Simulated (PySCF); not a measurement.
Species: C₆H₉NO.
SMILES with atom numbers: `[CH3:1][O:2][c:3]1[cH:4][cH:5][n:6]([CH3:7])[cH:8]1` (hydrogens: H9, H10, H11 on C1; H12 on C4; H13 on C5; H14, H15, H16 on C7; H17 on C8)

Cartesian coordinates in Å at the PBE0-D3(BJ)/def2-SVP level; atoms count from 1:
```
atom  x, y, z in Å
C1     2.232    0.558   -0.129
O2     1.563   -0.657   -0.282
C3     0.219   -0.603   -0.196
C4    -0.615   -1.745   -0.326
C5    -1.912   -1.296   -0.191
N6    -1.898    0.051    0.010
C7    -3.045    0.876    0.268
C8    -0.595    0.498    0.016
H9     1.935    1.289   -0.905
H10    3.307    0.357   -0.224
H11    2.038    1.009    0.863
H12   -0.285   -2.765   -0.507
H13   -2.852   -1.845   -0.223
H14   -3.116    1.160    1.332
H15   -3.006    1.795   -0.336
H16   -3.956    0.327   -0.006
H17   -0.363    1.550    0.158
```

Computed with PySCF 2.14.0, density-fitted response routines, TDDFT PBE0/def2-SVPD, vertical, gas phase, core orbitals frozen in the response.

Ground-to-excited transition dipoles (e·a0, same axes as the geometry; the sign carries no meaning), for the states with f of 0.002 or more among the lowest 6:

```json
{"state": "S1", "E (eV)": "5.323", "μx": "-0.009", "μy": "0.028", "μz": "-0.288"}
{"state": "S2", "E (eV)": "5.773", "μx": "-0.142", "μy": "0.785", "μz": "0.158"}
{"state": "S3", "E (eV)": "5.841", "μx": "-0.008", "μy": "-0.024", "μz": "-0.280"}
{"state": "S4", "E (eV)": "5.967", "μx": "0.008", "μy": "0.063", "μz": "-0.232"}
{"state": "S6", "E (eV)": "6.352", "μx": "0.633", "μy": "0.315", "μz": "0.023"}
```

(1) Work out the oscillator strengths.

(2) Which bond between heavy atoms lies closest to the direction of the S2 transition dipole?

(3) What angle do the transition dipoles of S1 and S3 make?

(4) How is the summed strength of these states shared among x, y and z?

(5) What peak molar absorption coefficient would the strongest computed level give as a lone Gaussian band 0.3 eV wide at half height?

## Answers

(1) f = (2/3) ΔE |μ|² with ΔE in hartree (27.2114 eV).

```tsv
state	|μ|² (au)	|μ| (D)	f
S1	0.084	0.73	0.011
S2	0.662	2.07	0.094
S3	0.079	0.71	0.011
S4	0.058	0.61	0.008
S6	0.501	1.80	0.078
```

(2) C5–N6, at 11° from it; next C3–C8 at 26°.

(3) |cos θ| = |μa·μb| / (|μa| |μb|) = 0.98, so θ ≈ 11° (taken between 0 and 90°, since the signs are arbitrary).

(4) (2/3) Σ ΔE μα² gives 0.065 for x, 0.103 for y and 0.034 for z, 0.202 in all.

(5) ε(max) = 2.175×10⁸ f / FWHM, with the width in cm⁻¹. S2: 2.175×10⁸ × 0.0936 / 2420 ≈ 8400 L mol⁻¹ cm⁻¹.

One conformer stands for the species.
